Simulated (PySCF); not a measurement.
Spinor energies of Yb³⁺ (ytterbium, charge +3)

Start: [Xe] 4f13; 4f5/2 filled at m_j = -5/2, -3/2, -1/2, +1/2, +3/2, +5/2; 4f7/2 filled at m_j = -5/2, -3/2, -1/2, +1/2, +3/2, +5/2, +7/2. Calculated with PySCF 2.14 in x2c-SVPall-2c: generalised Hartree-Fock with the X2C-1e Hamiltonian and a Gaussian nucleus; one run each with spin-orbit coupling (SO) switched off, then screened by Boettger's factors.

| spinor shell | electrons | ε, spin-free (eV) | ε, screened SO (eV) | weight of nominal j (screened SO) | rms radius, screened SO (bohr) |
| --- | --- | --- | --- | --- | --- |
| 1s1/2 | 2 | -61678.2 | -61662.8 | 1.000 | 0.0223 |
| 2s1/2 | 2 | -10611.0 | -10606.3 | 1.000 | 0.0901 |
| 2p1/2 | 2 | -9355.3 | -10099.4 | 1.000 | 0.0768 |
| 2p3/2 | 4 | -9355.3 | -9046.4 | 1.000 | 0.0838 |
| 3s1/2 | 2 | -2475.6 | -2474.2 | 1.000 | 0.231 |
| 3p1/2 | 2 | -2090.1 | -2250.5 | 1.000 | 0.222 |
| 3p3/2 | 4 | -2090.1 | -2022.4 | 1.000 | 0.237 |
| 3d3/2 | 4 | -1616.8 | -1646.0 | 1.000 | 0.210 |
| 3d5/2 | 6 | -1616.8 | -1596.1 | 1.000 | 0.214 |
| 4s1/2 | 2 | -543.22 | -542.81 | 1.000 | 0.519 |
| 4p1/2 | 2 | -414.03 | -451.20 | 0.999 | 0.531 |
| 4p3/2 | 4 | -414.03 | -398.30 | 1.000 | 0.563 |
| 4d3/2 | 4 | -240.54 | -247.27 | 0.994 | 0.597 |
| 4d5/2 | 6 | -240.54 | -235.78 | 0.996 | 0.609 |
| 5s1/2 | 2 | -97.694 | -97.633 | 1.000 | 1.29 |
| 5p1/2 | 2 | -63.998 | -69.130 | 0.994 | 1.43 |
| 5p3/2 | 4 | -63.998 | -61.852 | 0.997 | 1.53 |
| 4f5/2 | 6 | -48.586 | -49.738 | 0.947 | 0.798 |
| 4f7/2 | 7 | -48.586 | -47.430 | 0.955 | 0.815 |

```tsv
quantity	spin-free	screened SO
E (hartree)	-14047.25641	-14060.37368
M_J	7/2	7/2
⟨J²⟩	15.757	15.757
⟨L²⟩	12.006	12.108
⟨S²⟩	0.751	0.852
```

Each row is a mean over spinors that exchange with the open shell spreads, by up to 9.965 eV (4d5/2).

Breit and QED terms are absent; they matter most for the inner s and p1/2 levels.

Densities and radii are taken from the X2C orbitals without a picture-change correction, which distorts them close to the nucleus.

Without spin-orbit coupling the j labels of p, d and f shells carry no meaning; the spin-free column gives the mean over the occupied spinors of each nl shell.
